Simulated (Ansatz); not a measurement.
```yaml
crystal:
  periodic: [false, false, false]
  atoms:
    - {symbol: F, position_ang: [0.011560, 0.585656, 1.653158]}
    - {symbol: Al, position_ang: [0.013604, 0.028871, 0.116754]}
    - {symbol: h, position_ang: [1.421550, -1.599344, -0.436099]}
    - {symbol: Br, position_ang: [-1.391214, 0.924416, -1.354114]}
basis:
  gaussian: {orbitals: cc-pVTZ}
hamiltonian: {xc: {name: PBE0}}
accuracy: high
scf: {lower_state_search: off}
output: {forces: true}
```

```sh
$ ansatz run in.yaml --threads 4 --pin off --events-out ev --progress --plain --max-ram 10444MiB
```

Output, abridged:

```
Error: YAML parse error: error: line 6 column 16: `h` is not an element symbol (H … Og, case-exact)
 --> <input>:6:16
4 |     - {symbol: F, position_ang: [0.011560, 0.585656, 1.653158]}
5 |     - {symbol: Al, position_ang: [0.013604, 0.028871, 0.116754]}
6 |     - {symbol: h, position_ang: [1.421550, -1.599344, -0.436099]}
7 |     - {symbol: Br, position_ang: [-1.391214, 0.924416, -1.354114]}
8 | basis:
```

(1) What is wrong with this run?

## Answers

(1) An element symbol is wrong. The program refused the input.
